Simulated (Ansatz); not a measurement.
Sn₄H₈. The state is a singlet with charge 0. Geometry PBE-D4/def2-SVP.

```
atom   x (Å)   y (Å)   z (Å)
 Sn1  -0.022  -1.161   0.160
 Sn2  -2.776  -0.984   1.283
 Sn3  -0.960   1.689   0.594
 Sn4   1.906   0.479  -1.201
  H5   3.381  -0.432  -1.202
  H6  -3.412  -0.414  -0.301
  H7  -0.366  -2.248  -1.152
  H8   0.075   1.441   2.056
  H9   1.412   0.770  -2.832
 H10  -2.431   0.852   1.723
 H11   0.962  -1.998   1.317
 H12   2.232   2.006  -0.446
```

In the def2 sets Sn takes a core potential; there is no spin–orbit coupling. Another isomer (singlet) lies 0.35 eV lower at PBE0-D4/def2-TZVP; other spin states weren't run for this one.

Question: Estimate the orbital energies around the gap (eV) in Ansatz with PBE-D4/def2-TZVP, r2SCAN-D4/def2-TZVP, PBE0-D4/def2-SVP, PBE0-D4/def2-TZVP, r2SCAN0-D4/def2-TZVP.

Answer: 
```
orbital  PBE-D4/def2-TZVP  r2SCAN-D4/def2-TZVP  PBE0-D4/def2-SVP  PBE0-D4/def2-TZVP  r2SCAN0-D4/def2-TZVP
 HOMO−9            -11.68               -12.09            -13.14             -13.14                -13.43
 HOMO−8            -10.95               -11.31            -12.33             -12.32                -12.58
 HOMO−7             -8.30                -8.65             -9.51              -9.53                 -9.76
 HOMO−6             -8.23                -8.57             -9.43              -9.44                 -9.67
 HOMO−5             -7.84                -8.17             -9.00              -9.03                 -9.24
 HOMO−4             -7.51                -7.84             -8.64              -8.65                 -8.86
 HOMO−3             -6.99                -7.28             -8.00              -8.00                 -8.20
 HOMO−2             -6.64                -6.92             -7.65              -7.67                 -7.86
 HOMO−1             -6.23                -6.47             -7.11              -7.12                 -7.29
   HOMO             -5.64                -5.85             -6.42              -6.45                 -6.61
   LUMO             -3.29                -3.27             -2.70              -2.72                 -2.72
 LUMO+1             -2.24                -2.07             -1.52              -1.57                 -1.48
 LUMO+2             -2.06                -1.87             -1.27              -1.38                 -1.27
 LUMO+3             -1.04                -0.80             -0.16              -0.34                 -0.20
 LUMO+4             -0.83                -0.52              0.18              -0.12                  0.08
 LUMO+5             -0.62                -0.42              0.30               0.12                  0.23
```
